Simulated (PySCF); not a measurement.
# Worked example: entropy of an ideal gas

OSr, SMILES [O]=[Sr].

Geometry optimised at B3LYP-D3(BJ)/def2-TZVPD. The def2 effective core potentials stand for the cores of Sr; spin–orbit coupling is left out.

B3LYP-D3(BJ)/def2-TZVPD run with PySCF gives the harmonic wavenumbers 667 cm⁻¹ and the rotational temperature 0.4772 K. The molar mass is 103.62 g/mol, the symmetry number 1, the spin multiplicity 1.

### Question
Work out the entropy at 298.15 K and 1 atm in the rigid-rotor, harmonic-oscillator model.

### Answer

Translation (Sackur–Tetrode at 1 atm): S = R[1.5 ln M + 2.5 ln T − 1.16487] = 166.6 J/(mol K).
Rotation: q = T/(σ θ) = 625, S = R[ln q + 1] = 61.8 J/(mol K).
Vibration: with u = 1.4388 ν/T, each mode gives R[u/(e^u − 1) − ln(1 − e^−u)]:
| ν (cm⁻¹) | modes | u | S (J/(mol K)) |
|---|---|---|---|
| 667 | 1 | 3.22 | 1.45 |
These are all the modes. Sum 1.5 J/(mol K).
Spin: R ln 1 = 0.0 J/(mol K).
Total 229.9 J/(mol K); the program's own thermochemistry gives 229.9. Translation makes up 72 % and vibration 1 %. Anharmonicity, hindered rotation and orbital degeneracy are left out.
